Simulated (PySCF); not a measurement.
# Simulated absorption spectrum

(H3Sn)2O.
Z-matrix (Å and degrees, PBE0-D3(BJ)/def2-SVP geometry), rows numbered from 1:
```
Sn
H   1  1.7128
H   1  1.7206  2  111.45
H   1  1.7134  2  111.89  3  -125.34
O   1  1.9766  2  106.49  3   118.32
Sn  5  1.9764  1  131.90  2  -123.09
H   6  1.7176  5  108.40  1    68.46
H   6  1.7187  5  108.46  1   -51.85
H   6  1.7095  5  104.73  1  -171.73
```

Method used: TDDFT CAM-B3LYP/def2-SVPD, vertical, gas phase, core orbitals frozen in the response, def2 core potentials past Kr (PySCF). Spin–orbit coupling is left out.

Broadening: Gaussians 0.3 eV wide at half height, area fixed by f = 4.319×10⁻⁹ ∫ε dν̃. The width is an assumption, not a result. The curve ends short of the highest state used, and states not computed would add to its high-energy end.

```json
{"E (eV)": "5.13", "ε (L mol⁻¹ cm⁻¹)": "2"}
{"E (eV)": "5.22", "ε (L mol⁻¹ cm⁻¹)": "20"}
{"E (eV)": "5.31", "ε (L mol⁻¹ cm⁻¹)": "118"}
{"E (eV)": "5.40", "ε (L mol⁻¹ cm⁻¹)": "418"}
{"E (eV)": "5.49", "ε (L mol⁻¹ cm⁻¹)": "900"}
{"E (eV)": "5.58", "ε (L mol⁻¹ cm⁻¹)": "1179"}
{"E (eV)": "5.67", "ε (L mol⁻¹ cm⁻¹)": "951"}
{"E (eV)": "5.76", "ε (L mol⁻¹ cm⁻¹)": "566"}
{"E (eV)": "5.85", "ε (L mol⁻¹ cm⁻¹)": "629"}
{"E (eV)": "5.94", "ε (L mol⁻¹ cm⁻¹)": "1321"}
{"E (eV)": "6.03", "ε (L mol⁻¹ cm⁻¹)": "2058"}
{"E (eV)": "6.12", "ε (L mol⁻¹ cm⁻¹)": "1978"}
{"E (eV)": "6.21", "ε (L mol⁻¹ cm⁻¹)": "1155"}
{"E (eV)": "6.30", "ε (L mol⁻¹ cm⁻¹)": "409"}
{"E (eV)": "6.39", "ε (L mol⁻¹ cm⁻¹)": "89"}
{"E (eV)": "6.48", "ε (L mol⁻¹ cm⁻¹)": "30"}
{"E (eV)": "6.57", "ε (L mol⁻¹ cm⁻¹)": "171"}
{"E (eV)": "6.66", "ε (L mol⁻¹ cm⁻¹)": "928"}
{"E (eV)": "6.74", "ε (L mol⁻¹ cm⁻¹)": "2768"}
{"E (eV)": "6.83", "ε (L mol⁻¹ cm⁻¹)": "5964"}
{"E (eV)": "6.92", "ε (L mol⁻¹ cm⁻¹)": "8126"}
{"E (eV)": "7.01", "ε (L mol⁻¹ cm⁻¹)": "8005"}
{"E (eV)": "7.10", "ε (L mol⁻¹ cm⁻¹)": "8058"}
{"E (eV)": "7.19", "ε (L mol⁻¹ cm⁻¹)": "9660"}
```

Question: Locate the maxima and give the states behind the curve.

Answer: 222 nm (5.58 eV), ε about 1200, made up of S1 (100%); 204 nm (6.07 eV), ε about 2200, made up of S2 (100%); 178 nm (6.95 eV), ε about 8300, made up of S3 (89%) (ε in L mol⁻¹ cm⁻¹; maxima over ε = 5, shares over 10%). At its high-energy end, 7.19 eV, the curve is still rising (ε about 9700, from S5 and S6). The states used: S1 5.58 eV (f 0.013); S2 6.07 eV (f 0.024); S3 6.92 eV (f 0.084); S4 7.12 eV (f 0.0016); S5 7.16 eV (f 0.022); S6 7.27 eV (f 0.093); S7 7.37 eV (f 0.0018); S8 7.64 eV (f 0.021); S9 7.73 eV (f 0.017); S10 7.79 eV (f 0.018).

Question: What would ε be at 6.95 eV, the highest of these maxima, with half the width (0.15 eV)?

Answer: About 13700 L mol⁻¹ cm⁻¹ against 8280, a factor of about 1.7; a lone state at its own centre would give exactly 2.

Question: Coming from long wavelengths, where does ε first pass 100 L mol⁻¹ cm⁻¹?

Answer: At about 234 nm (5.30 eV), 0.28 eV below S1.

Question: On this curve, what absorbance would a 10⁻⁴ mol/L sample give at 193 nm over a 1 cm path?

Answer: 193 nm is 6.424 eV, where ε is about 47 L mol⁻¹ cm⁻¹, so A = ε c l ≈ 0.0047 (Beer–Lambert, with the gas-phase spectrum and the assumed width).

All these states lie below the vertical ionisation energy of 9.78 eV (ΔSCF).
